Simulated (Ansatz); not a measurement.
Ansatz (a quantum-chemistry and plane-wave program) job for Sn(H)2(Et)(NH2) (C2H9NSn), SMILES C[CH2][SnH2][NH2], PBE-D3(BJ)/def2-SVP. 

Ansatz 0.2 input:
```yaml
crystal:
  periodic: [false, false, false]
  atoms:
    - {symbol: Sn, position_ang: [0.40625084, -0.35750133, 0.24289749]}
    - {symbol: N, position_ang: [1.24078577, 1.30302979, -0.65612930]}
    - {symbol: C, position_ang: [-1.64688976, -0.32296061, -0.44312481]}
    - {symbol: C, position_ang: [-2.20274826, 1.09844299, -0.49128458]}
    - {symbol: H, position_ang: [1.31035391, -1.69256418, -0.34880994]}
    - {symbol: H, position_ang: [0.49138945, -0.30578839, 1.97138520]}
    - {symbol: H, position_ang: [0.98874540, 2.16542541, -0.16962687]}
    - {symbol: H, position_ang: [2.26151608, 1.26568371, -0.64624175]}
    - {symbol: H, position_ang: [-1.64865451, -0.78218880, -1.44559892]}
    - {symbol: H, position_ang: [-2.24943484, -0.97515298, 0.21054125]}
    - {symbol: H, position_ang: [-2.24805157, 1.55750886, 0.51084259]}
    - {symbol: H, position_ang: [-3.22701707, 1.11974623, -0.90155950]}
    - {symbol: H, position_ang: [-1.57906115, 1.74829353, -1.12644477]}
basis:
  gaussian:
    orbitals: def2-SVP
hamiltonian:
  xc: pbe
  dispersion: d3bj
relax: {f_tol: 0.002, max_steps: 200}
```

Output:

```
WARN ansatz: RAYON_NUM_THREADS=1 ignored (pool sized by the plan → 1); use --threads N
Functional definition: PBE
integrals: 0.06 GiB planned
1301 factors; their error is unknown
mean field: 0.33 GiB planned
mean field evaluation 1: about -9516.2875 eV, gradient 8.6e1 eV
mean field evaluation 2: about -9434.5004 eV, gradient 1.7e2 eV
mean field evaluation 4: about -9532.5698 eV, gradient 2.1e1 eV
mean field evaluation 8: about -9533.6353 eV, gradient 1.3e-1 eV
mean field evaluation 16: about -9533.5926 eV, gradient 1.8e-3 eV
mean field -9533.59260202 eV, -350.3530660229 hartree, gradient 2.1e-5 eV, S^2 0.000000; 0 other end points of the search recorded, 0 dependent functions left out
the calculation of the forces begins
reference -9533.59264585 eV, -350.3530676336 hartree; 25, 25 occupied and 88, 88 virtual orbitals, 1301 factors
relax step   1: F+E_penalty+E_count = -9533.85159858 eV  Δ(F+E_penalty+E_count) = +0.000e0 eV  max|allowed force component| = 3.084e-1 eV/Å  Δτ_max = 0.0000 Å  (29 SCF iters, accepted)
these checks for a lower state are left out or cut short: starts, cluster_reference, orbital_swaps, neighbouring_geometries, increment
integrals: 0.06 GiB planned
1301 factors; their error is unknown
mean field: 0.33 GiB planned
mean field -9533.60692008 eV, -350.3535922022 hartree, gradient 1.6e-5 eV, S^2 0.000000; 0 other end points of the search recorded, 0 dependent functions left out
the calculation of the forces begins
reference -9533.60696406 eV, -350.3535938183 hartree; 25, 25 occupied and 88, 88 virtual orbitals, 1301 factors
relax step   2: F+E_penalty+E_count = -9533.86401712 eV  Δ(F+E_penalty+E_count) = -1.242e-2 eV  max|allowed force component| = 9.360e-2 eV/Å  Δτ_max = 0.0337 Å  (30 SCF iters, accepted)
these checks for a lower state are left out or cut short: starts, cluster_reference, orbital_swaps, neighbouring_geometries, increment
integrals: 0.06 GiB planned
1301 factors; their error is unknown
mean field: 0.33 GiB planned
mean field evaluation 32: about -9533.6084 eV, gradient 1.5e-3 eV
mean field -9533.60843490 eV, -350.3536478708 hartree, gradient 1.7e-5 eV, S^2 0.000000; 0 other end points of the search recorded, 0 dependent functions left out
the calculation of the forces begins
reference -9533.60847885 eV, -350.3536494858 hartree; 25, 25 occupied and 88, 88 virtual orbitals, 1301 factors
relax step   3: F+E_penalty+E_count = -9533.86579698 eV  Δ(F+E_penalty+E_count) = -1.780e-3 eV  max|allowed force component| = 5.139e-2 eV/Å  Δτ_max = 0.0152 Å  (31 SCF iters, accepted)
these checks for a lower state are left out or cut short: starts, cluster_reference, orbital_swaps, neighbouring_geometries, increment
integrals: 0.06 GiB planned
1301 factors; their error is unknown
mean field: 0.33 GiB planned
mean field -9533.60871238 eV, -350.3536580679 hartree, gradient 1.7e-5 eV, S^2 0.000000; 0 other end points of the search recorded, 0 dependent functions left out
the calculation of the forces begins
reference -9533.60875631 eV, -350.3536596821 hartree; 25, 25 occupied and 88, 88 virtual orbitals, 1301 factors
relax step   4: F+E_penalty+E_count = -9533.86601678 eV  Δ(F+E_penalty+E_count) = -2.198e-4 eV  max|allowed force component| = 1.658e-2 eV/Å  Δτ_max = 0.0083 Å  (31 SCF iters, accepted)
these checks for a lower state are left out or cut short: starts, cluster_reference, orbital_swaps, neighbouring_geometries, increment
integrals: 0.06 GiB planned
1301 factors; their error is unknown
mean field: 0.33 GiB planned
mean field -9533.60879865 eV, -350.3536612382 hartree, gradient 9.1e-6 eV, S^2 0.000000; 0 other end points of the search recorded, 0 dependent functions left out
the calculation of the forces begins
reference -9533.60884257 eV, -350.3536628522 hartree; 25, 25 occupied and 88, 88 virtual orbitals, 1301 factors
relax step   5: F+E_penalty+E_count = -9533.86612793 eV  Δ(F+E_penalty+E_count) = -1.111e-4 eV  max|allowed force component| = 1.295e-2 eV/Å  Δτ_max = 0.0060 Å  (23 SCF iters, accepted)
these checks for a lower state are left out or cut short: starts, cluster_reference, orbital_swaps, neighbouring_geometries, increment
integrals: 0.06 GiB planned
1301 factors; their error is unknown
mean field: 0.33 GiB planned
mean field -9533.60877887 eV, -350.3536605113 hartree, gradient 1.6e-5 eV, S^2 0.000000; 0 other end points of the search recorded, 0 dependent functions left out
the calculation of the forces begins
reference -9533.60882279 eV, -350.3536621252 hartree; 25, 25 occupied and 88, 88 virtual orbitals, 1301 factors
relax step   6: F+E_penalty+E_count = -9533.86615096 eV  Δ(F+E_penalty+E_count) = -2.303e-5 eV  max|allowed force component| = 1.005e-2 eV/Å  Δτ_max = 0.0039 Å  (22 SCF iters, accepted)
these checks for a lower state are left out or cut short: starts, cluster_reference, orbital_swaps, neighbouring_geometries, increment
integrals: 0.06 GiB planned
1301 factors; their error is unknown
mean field: 0.33 GiB planned
mean field -9533.60875190 eV, -350.3536595203 hartree, gradient 2.2e-5 eV, S^2 0.000000; 0 other end points of the search recorded, 0 dependent functions left out
the calculation of the forces begins
reference -9533.60879582 eV, -350.3536611341 hartree; 25, 25 occupied and 88, 88 virtual orbitals, 1301 factors
relax step   7: F+E_penalty+E_count = -9533.86616150 eV  Δ(F+E_penalty+E_count) = -1.054e-5 eV  max|allowed force component| = 6.013e-3 eV/Å  Δτ_max = 0.0040 Å  (23 SCF iters, accepted)
these checks for a lower state are left out or cut short: starts, cluster_reference, orbital_swaps, neighbouring_geometries, increment
integrals: 0.06 GiB planned
1301 factors; their error is unknown
mean field: 0.33 GiB planned
mean field evaluation 64: about -9533.6087 eV, gradient 1.5e-3 eV
mean field -9533.60869869 eV, -350.3536575648 hartree, gradient 1.7e-5 eV, S^2 0.000000; 0 other end points of the search recorded, 0 dependent functions left out
the calculation of the forces begins
reference -9533.60874260 eV, -350.3536591785 hartree; 25, 25 occupied and 88, 88 virtual orbitals, 1301 factors
relax step   8: F+E_penalty+E_count = -9533.86617171 eV  Δ(F+E_penalty+E_count) = -1.021e-5 eV  max|allowed force component| = 7.493e-3 eV/Å  Δτ_max = 0.0071 Å  (32 SCF iters, accepted)
these checks for a lower state are left out or cut short: starts, cluster_reference, orbital_swaps, neighbouring_geometries, increment
integrals: 0.06 GiB planned
1301 factors; their error is unknown
mean field: 0.33 GiB planned
mean field -9533.60870054 eV, -350.3536576328 hartree, gradient 2.6e-5 eV, S^2 0.000000; 0 other end points of the search recorded, 0 dependent functions left out
the calculation of the forces begins
reference -9533.60874445 eV, -350.3536592466 hartree; 25, 25 occupied and 88, 88 virtual orbitals, 1301 factors
relax step   9: F+E_penalty+E_count = -9533.86617675 eV  Δ(F+E_penalty+E_count) = -5.034e-6 eV  max|allowed force component| = 5.926e-3 eV/Å  Δτ_max = 0.0059 Å  (22 SCF iters, accepted)
these checks for a lower state are left out or cut short: starts, cluster_reference, orbital_swaps, neighbouring_geometries, increment
integrals: 0.06 GiB planned
1301 factors; their error is unknown
mean field: 0.33 GiB planned
mean field -9533.60869312 eV, -350.3536573600 hartree, gradient 1.9e-5 eV, S^2 0.000000; 0 other end points of the search recorded, 0 dependent functions left out
the calculation of the forces begins
reference -9533.60873704 eV, -350.3536589740 hartree; 25, 25 occupied and 88, 88 virtual orbitals, 1301 factors
relax step  10: F+E_penalty+E_count = -9533.86618117 eV  Δ(F+E_penalty+E_count) = -4.422e-6 eV  max|allowed force component| = 6.608e-3 eV/Å  Δτ_max = 0.0051 Å  (23 SCF iters, accepted)
these checks for a lower state are left out or cut short: starts, cluster_reference, orbital_swaps, neighbouring_geometries, increment
integrals: 0.06 GiB planned
1301 factors; their error is unknown
mean field: 0.33 GiB planned
mean field -9533.60869225 eV, -350.3536573282 hartree, gradient 7.0e-6 eV, S^2 0.000000; 0 other end points of the search recorded, 0 dependent functions left out
the calculation of the forces begins
reference -9533.60873618 eV, -350.3536589424 hartree; 25, 25 occupied and 88, 88 virtual orbitals, 1301 factors
relax step  11: F+E_penalty+E_count = -9533.86618153 eV  Δ(F+E_penalty+E_count) = -3.574e-7 eV  max|allowed force component| = 3.209e-3 eV/Å  Δτ_max = 0.0051 Å  (23 SCF iters, accepted)
these checks for a lower state are left out or cut short: starts, cluster_reference, orbital_swaps, neighbouring_geometries, increment
integrals: 0.06 GiB planned
1301 factors; their error is unknown
mean field: 0.33 GiB planned
mean field -9533.60870142 eV, -350.3536576650 hartree, gradient 2.0e-5 eV, S^2 0.000000; 0 other end points of the search recorded, 0 dependent functions left out
the calculation of the forces begins
reference -9533.60874534 eV, -350.3536592792 hartree; 25, 25 occupied and 88, 88 virtual orbitals, 1301 factors
relax step  12: F+E_penalty+E_count = -9533.86618614 eV  Δ(F+E_penalty+E_count) = -4.614e-6 eV  max|allowed force component| = 1.900e-3 eV/Å  Δτ_max = 0.0025 Å  (22 SCF iters, accepted)
integrals: 0.06 GiB planned
1301 factors; their error is unknown
mean field: 0.33 GiB planned
mean field evaluation 96: about -9532.5051 eV, gradient 2.2e1 eV
mean field -9533.60870142 eV, -350.3536576650 hartree, gradient 2.0e-5 eV, S^2 0.000000; 1 other end points of the search recorded, 0 dependent functions left out
the calculation of the forces begins
reference -9533.60874534 eV, -350.3536592792 hartree; 25, 25 occupied and 88, 88 virtual orbitals, 1301 factors
Total energy: -9533.86623006 eV, -350.3631216682 hartree
Atom 0 at     0.412685    -0.361614     0.243306 Å, force    -0.000364    -0.000043     0.000253 eV/Å
Atom 1 at     1.238060     1.325732    -0.662180 Å, force     0.001738     0.001900     0.000804 eV/Å
Atom 2 at    -1.659577    -0.324703    -0.431983 Å, force    -0.000840    -0.001460    -0.001197 eV/Å
Atom 3 at    -2.209032     1.101557    -0.506540 Å, force     0.000251     0.000798     0.000705 eV/Å
Atom 4 at     1.319646    -1.699497    -0.381567 Å, force     0.000039     0.000133    -0.000064 eV/Å
Atom 5 at     0.519749    -0.335793     1.986640 Å, force    -0.000010    -0.000204     0.000387 eV/Å
Atom 6 at     0.999936     2.173083    -0.126934 Å, force    -0.000985    -0.001374    -0.000661 eV/Å
Atom 7 at     2.266567     1.273903    -0.645872 Å, force    -0.000612    -0.000475    -0.000652 eV/Å
Atom 8 at    -1.662403    -0.809910    -1.429657 Å, force     0.000526     0.000170     0.000880 eV/Å
Atom 9 at    -2.258856    -0.967687     0.244762 Å, force     0.000251     0.000733    -0.000233 eV/Å
Atom 10 at    -2.261044     1.579816     0.494307 Å, force     0.000324     0.000019    -0.000177 eV/Å
Atom 11 at    -3.236678     1.123304    -0.928488 Å, force     0.000103    -0.000171    -0.000179 eV/Å
Atom 12 at    -1.571870     1.743782    -1.148948 Å, force    -0.000421    -0.000026     0.000134 eV/Å
Dipole moment:    -0.030755     0.058330     0.141846 e Å
```

Self-consistency was reached.

Cost: around 40 core-seconds (rough).
